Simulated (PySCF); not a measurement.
C₇H₁₄SSi.
SMILES with atom numbers: `[CH:1]#[C:2][SiH2:3][S:4][CH2:5][C:6]([CH3:7])([CH3:8])[CH3:9]` (hydrogens: H10 on C1; H11, H12 on Si3; H13, H14 on C5; H15, H16, H17 on C7; H18, H19, H20 on C8; H21, H22, H23 on C9)

Theory: TDDFT wB97X-D/def2-SVPD, vertical, gas phase, core orbitals frozen in the response in PySCF 2.14.0, density-fitted response routines. The structure is a single PBE0-D3(BJ)/def2-SVP conformer in the gas phase; no vibrational or solvent corrections. Torsions of this conformer, `[CH:1]#[C:2][SiH2:3][S:4][CH2:5][C:6]([CH3:7])([CH3:8])[CH3:9]`: C2–Si3–S4–C5 59°, Si3–S4–C5–C6 -173°, S4–C5–C6–C7 -179°.

| state | E (eV) | E (hartree) | f | main configurations (H = HOMO, L = LUMO) |
| --- | --- | --- | --- | --- |
| S1 | 5.58 | 0.2051 | 0.010 | H→L (78%) |
| S2 | 5.91 | 0.2173 | 0.0004 | H-2→L (39%), H-1→L (25%) |
| S3 | 6.09 | 0.2237 | 0.012 | H→L+3 (29%), H→L+1 (25%), H→L+2 (12%) |
| S4 | 6.18 | 0.2271 | 0.0017 | H-2→L (29%), H-1→L+1 (23%), H→L+1 (11%) |
| S5 | 6.28 | 0.2306 | 0.0075 | H-2→L+1 (44%), H-1→L (20%) |
| S6 | 6.50 | 0.2389 | 0.0040 | H→L+1 (54%), H-1→L+1 (18%) |
| S7 | 7.10 | 0.2609 | 0.011 | H→L+2 (39%), H→L+3 (25%), H→L+4 (10%) |
| S8 | 7.21 | 0.2649 | 0.016 | H→L+5 (20%), H→L+4 (20%), H→L+6 (15%) |
| S9 | 7.52 | 0.2765 | 0.018 | H→L+5 (42%), H→L+4 (35%), H→L+6 (9%) |
| S10 | 7.72 | 0.2839 | 0.213 | H-1→L (21%), H-3→L (20%), H→L+6 (18%) |

Triplets (Tamm–Dancoff): T1 4.93 eV, H-1→L (20%), H-2→L+1 (19%), H-2→L (14%); T2 5.29 eV, H→L (56%), H-2→L+1 (12%), H→L+3 (10%); T3 5.45 eV, H-2→L (39%), H-1→L+1 (16%), H-1→L (10%); T4 5.49 eV, H-2→L+1 (26%), H-1→L (21%), H-1→L+1 (11%).

The lowest singlet lies at 5.58 eV (222 nm, ultraviolet) and is weak; its leading configuration is HOMO→LUMO (78%). The strongest level in the table is S10 at 7.72 eV (160 nm, f = 0.213). It is the last of those listed, so stronger ones may follow. Löwdin shares by element: HOMO sulfur 70%, carbon 10% or more, silicon 8%; LUMO carbon 47% or more, silicon 21%, sulfur 13% (atoms not listed hold the other 19%). The listed states span 2.14 eV, and the widest gap between neighbours is 0.60 eV (S6 to S7). Weighted by f, the mean energy of these states is 7.46 eV. The oscillator strengths of these states sum to 0.293; summed over the whole spectrum of an exact calculation they would give the number of electrons, 86 (Thomas–Reiche–Kuhn). The vertical ionisation energy (ΔSCF) is 8.87 eV, 1.14 eV above S10. Singlets were solved by full linear response, triplets in the Tamm–Dancoff approximation.
